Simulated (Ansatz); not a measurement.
```xyz
10

N     1.3274    0.1116   -1.0558
B     0.0552    0.2031   -0.5138
Cl   -1.2416    0.9076   -1.5155
C    -0.2966   -0.2352    0.9593
O    -1.6514   -0.5527    1.2034
H     1.5587    0.4472   -1.9751
H     2.0997   -0.2931   -0.5548
H     0.2991   -1.1122    1.2383
H     0.0367    0.5745    1.6328
H    -2.1872   -0.0507    0.5812
```

Charge 0, multiplicity 1.

Task: List the PBE0/def2-TZVPP orbital energies in eV (Ansatz). (Estimate.)

Result: The calculation gave: Occupied: -2767.32, -522.34, -391.80, -278.96, -259.19, -197.46, -197.34, -197.32, -185.65, -28.38, -25.05, -23.11, -19.11, -15.19, -14.97, -13.74, -12.61, -12.23, -11.08, -10.08, -9.28, -8.90, -8.59, -7.59. Lowest empty: 0.28, 0.63, 1.52, 1.81, 2.45, 3.00, 3.17, 3.54.
